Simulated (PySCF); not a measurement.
**How methods differ on the excitation energy of Cr²⁺**

Cr²⁺ [Ar] 3d4 (5D) → Cr²⁺ [Ar] 3d3 4s1 (5F), as a difference of total energies. Calculation: PySCF 2.14, in aug-cc-pwCVTZ-DK with one added diffuse shell each of s, p, d, f, g type (11s10p8d5f4g, 152 functions); the spin-free X2C one-electron Hamiltonian (Gaussian nucleus). The calculations carry no spin-orbit coupling.

```json
{"method": "UHF", "excitation energy (eV)": "5.693"}
{"method": "r2SCANh", "excitation energy (eV)": "6.112"}
{"method": "BP86", "excitation energy (eV)": "6.237"}
{"method": "M06-2X", "excitation energy (eV)": "6.472"}
```
